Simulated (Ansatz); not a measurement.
C4H8Si can be A, `C=C=C[SiH2]C`, or B, `C#CCC[SiH3]`.

Calculated with Ansatz (gas phase, PBE0-D4/def2-TZVP geometries, no zero-point term in ΔE). CCSD(T)/CBS is the MP2 limit (def2-TZVPP, def2-QZVPP) plus CCSD(T) − MP2 in def2-TZVPP, frozen cores. Functionals use def2-TZVPP. B3LYP here is the variant with VWN-RPA as its local correlation; programs differ in this. One conformer a species, not always the lowest.

Which is lower in electronic energy at CCSD(T)/CBS, and by how much? (Estimate.)

The calculation gave: A, by 15.2 kcal/mol.

Give E(B) − E(A) in kcal/mol with HF/def2-TZVPP, CCSD/def2-TZVPP, r2SCAN-D4, B3LYP, MP2/def2-TZVPP, CCSD(T)/def2-TZVPP, B2PLYP. (Estimate.)

Ansatz gave: HF/def2-TZVPP 14.4, CCSD/def2-TZVPP 14.6, r2SCAN-D4 20.8, B3LYP 18.8, MP2/def2-TZVPP 13.0, CCSD(T)/def2-TZVPP 15.1, B2PLYP 16.4. None reverses the order clearly.

Largest T1 diagnostic: 0.012.

From PBE to PBE0 (25 % exact exchange), in def2-TZVPP and without D4, E(B) − E(A) moves by −1.3 kcal/mol.
